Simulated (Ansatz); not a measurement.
`[CH3][Al]([SiH3])[O][SiH3]` + `BC[SiH2]F` → `BC([SiH3])[SiH2]F` + `[CH3][Al]([OH])[SiH3]`  (formal exchange of groups at the Si–O bond)

Gas-phase electronic energies from Ansatz, PBE0-D4/def2-TZVP geometries. CCSD(T)/CBS adds triple-zeta CCSD(T) − MP2 to the extrapolated MP2 energy (def2 sets, frozen cores). Functionals use def2-TZVPP. Each species was taken in one conformer, which may not be the lowest.

| level | ΔE (kcal/mol) |
| --- | --- |
| PBE-D4 | 18.0 |
| r2SCAN-D4 | 21.3 |
| PBE0-D4 | 19.6 |
| PBE-QIDH | 21.2 |
| PBE0 | 20.4 |
| r2SCAN0 | 22.1 |
| CCSD(T)/def2-TZVPP | 21.7 |
| MP2/def2-QZVPP | 21.5 |

What does CCSD(T)/CBS give? (Best estimate.)

Ansatz gave: +21.5 kcal/mol. The listed levels differ from it by -3.5, -0.2, -1.9, -0.3, -1.1, 0.6, 0.2, 0.0 kcal/mol.

Largest T1 diagnostic among the species: 0.013.

In def2-TZVPP, CCSD(T) changes the Hartree–Fock value by −8.4 kcal/mol (the triples alone add −1.3 kcal/mol) and MP2 by −8.6 kcal/mol. Leaving LDA and LC-ωPBE aside and taking each functional with its dispersion term where it has one, the values, not all of them listed here, spread over 7.5 kcal/mol, from revPBE-D4 to BHLYP-D4. LDA lies −2.0 kcal/mol from PBE without D4.
